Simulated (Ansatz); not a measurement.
The same path of CH3 + GaH3 (8 atoms, charge 0, multiplicity 2) was run twice with different band settings. Lost on the way: Ga1–H2. Made: H2–C5.

Method: Ansatz, UKS B3LYP/def2-SVP.

Relaxed end points:

```xyz
8
Properties=species:S:1:pos:R:3
Ga 0.003 -0.001 -0.811
H -0.004 0.000 0.762
H 1.368 -0.001 -1.595
H -1.355 0.000 -1.608
C -0.002 0.000 4.388
H -0.592 -0.917 4.407
H 1.085 -0.051 4.328
H -0.503 0.969 4.411
```

```xyz
8
Properties=species:S:1:pos:R:3
Ga 0.005 -0.226 -1.096
H -0.011 -0.395 2.725
H 1.389 0.262 -1.746
H -1.381 0.259 -1.742
C -0.003 -0.058 3.773
H -0.561 -0.777 4.391
H 1.035 0.003 4.130
H -0.474 0.933 3.846
```

Common settings: movable images 5; climbing image yes; spring 5.0 eV/Å²; optimiser quadratic models (default); start path through a guess of the saddle point; iteration limit 60; end points relaxed.

| run | force threshold |
| --- | --- |
| 1 | 0.05 eV/Å |
| 2 | 0.2 eV/Å |

Problem. What does each run give, and how far can it be trusted?

Solution. Run 1: not converged after 60 iterations, highest image 0.086 eV above the first end. The band didn't meet its force threshold, so its energies are provisional: the largest band force was still 1.46 eV/Å, and over the last iterations the top moved between 0.09 and 0.32 eV.
Run 2: converged after 8 iterations, highest image 0.139 eV above the first end. The threshold of 0.2 eV/Å is loose, so the images may lie well off the minimum-energy path. Neighbouring images differ by up to 1.3 eV, so the band resolves the path poorly. The order of the stationary point at the top wasn't checked.
